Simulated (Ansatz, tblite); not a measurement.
Spin states of the cluster Al2B3 (the lowest doublet isomer of a short search), each relaxed with PBE0-D4/def2-SVP in Ansatz. Electronic energies in the gas phase.

The xTB rows come from tblite. The structure comes from a short search, and lower isomers may exist.

Doublet geometry (Cs within 0.1 Å):

| atom | x (Å) | y (Å) | z (Å) |
| --- | --- | --- | --- |
| B1 | -0.942 | -1.482 | -0.332 |
| B2 | -0.489 | -0.268 | 0.506 |
| B3 | 0.121 | -0.656 | -1.104 |
| Al4 | 1.175 | 1.025 | -0.703 |
| Al5 | 0.135 | 1.381 | 1.633 |

Quartet geometry (Cs within 0.1 Å):

```xyz
5

B    -1.391    0.955    0.899
B    -0.578   -0.005   -0.280
B     0.115    0.623    1.065
Al    1.689   -0.397    0.149
Al    0.164   -1.176   -1.833
```

⟨S²⟩: doublet 0.87 at PBE0-D4/def2-TZVP (pure 0.75), quartet 3.78 at PBE0-D4/def2-TZVP (pure 3.75).

Run but left out: HF/STO-3G, HF/def2-TZVP, HF/def2-TZVPP, LC-ωPBE/def2-TZVP, MP2/def2-TZVP, MP2/def2-TZVPP, CCSD/def2-TZVPP, CCSD(T)/def2-TZVPP (doublet: ⟨S²⟩ 1.10 to 1.78, where a pure state has 0.75).

Only these spin states were relaxed.

```
               level  quartet − doublet (kcal/mol)  lowest of these                                  remarks
 r2SCAN-D4/def2-TZVP                          22.7          doublet  spin-contaminated (⟨S²⟩ 0.93) (doublet)
r2SCANh-D4/def2-TZVP                          21.9          doublet  spin-contaminated (⟨S²⟩ 0.98) (doublet)
   PBE0-D4/def2-TZVP                          24.0          doublet  spin-contaminated (⟨S²⟩ 0.87) (doublet)
```

(1) Estimate the rows for GFN1-xTB, GFN2-xTB, PBE-D4/def2-TZVP.

Results:

(1) 
| level | quartet − doublet (kcal/mol) | lowest of these |
| --- | --- | --- |
| GFN1-xTB | 37.1 | doublet |
| GFN2-xTB | 38.6 | doublet |
| PBE-D4/def2-TZVP | 27.5 | doublet |

The xTB methods have no term that favours high spin, so they put low spin too low.
